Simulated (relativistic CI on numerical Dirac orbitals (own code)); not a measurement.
**Pb LII: q coefficients and field-shift factors**

Computed by Dirac-Coulomb-Breit CI, KLI orbitals optimised for each configuration, derivatives by finite differences, unscaled Slater integrals, QED left out (own radial code, finite nucleus).

CI space (outside the closed core [Ar] 3d10): 4s2 4p, 4s 4p2, 4s2 4d, 4p3, 4s2 4f, 4s 4p 4d, 4s 4p 4f, 4p 4d2. Levels of other configurations are missing.

With x = (α/α₀)² − 1 an excitation energy changes as ω = ω₀ + qx; K = 2q/ω₀ is the relative enhancement. Terms are leading LS components, so labels can repeat. The field-shift factor is F = δν/δ⟨r²⟩ for the transition from the lowest level.

Lowest level 4s2 4p 2P°_1/2.

```tsv
Level	ω₀ (cm⁻¹)	q (cm⁻¹)	K	F (GHz/fm²)
4s 4p2 4P_1/2	978663	219400	0.448	-4730
4s2 4p 2P°_3/2	1368370	1.753e+06	2.56	-458
4s 4p2 4P_3/2	2208739	1.949e+06	1.76	-5130
4s 4p2 2D_5/2	2295800	1.956e+06	1.7	-5100
4s 4p2 2D_3/2	2420237	1.952e+06	1.61	-4940
4s 4p2 2P_1/2	2445337	1.943e+06	1.59	-5150
4s2 4d 2D_3/2	2930248	1.844e+06	1.26	-645
4s2 4d 2D_5/2	3194497	2.182e+06	1.37	-611
4p3 2P°_3/2	3369815	2.164e+06	1.28	-9600
4s 4p2 4P_5/2	3644555	3.64e+06	2	-5400
4s 4p 4d 4F°_3/2	3670574	2.026e+06	1.1	-5170
4s 4p 4d 4F°_5/2	3746713	2.049e+06	1.09	-5150
4s 4p2 2S_1/2	3809993	3.695e+06	1.94	-5570
4s 4p2 2P_3/2	3848945	3.684e+06	1.91	-5540
4s 4p 4d 4D°_1/2	3879250	2.054e+06	1.06	-5130
4s 4p 4d 4D°_3/2	3894904	2.072e+06	1.06	-5230
4s 4p 4d 4P°_5/2	4038383	2.33e+06	1.15	-5120
4s 4p 4d 4F°_7/2	4095127	2.353e+06	1.15	-5080
4s 4p 4d 2F°_5/2	4156714	2.368e+06	1.14	-5230
4s 4p 4d 2D°_3/2	4173790	2.392e+06	1.15	-5480
4p3 4S°_3/2	4716721	3.853e+06	1.63	-10100
4p3 2D°_5/2	4720936	3.842e+06	1.63	-9640
4s2 4f 2F°_5/2	4779513	2.236e+06	0.935	-757
```

At this charge energies of transitions that change n are usually good to better than 1 %, and those within a shell (Δn = 0) to a few per cent.
